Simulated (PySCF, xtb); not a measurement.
C₃H₃, SMILES [C]#CC, multiplicity 2.

Harmonic wavenumbers (cm⁻¹) from GFN2-xTB (xtb 6.7.1) at its own minimum, in rising order: 162, 162, 962, 962, 974, 1354, 1436, 1436, 2319, 3016, 3017, 3017.

What does PySCF with ωB97X-D3(BJ)/def2-TZVP give at its own minimum? (An estimate is asked for; the answer gives what the named calculation found.)

247, 259, 769, 888, 929, 1391, 1436, 1479, 1805, 3051, 3120, 3143. Paired by order, the mean absolute difference is 113 cm⁻¹ and the zero-point energies are 26.9 and 26.5 kcal/mol.
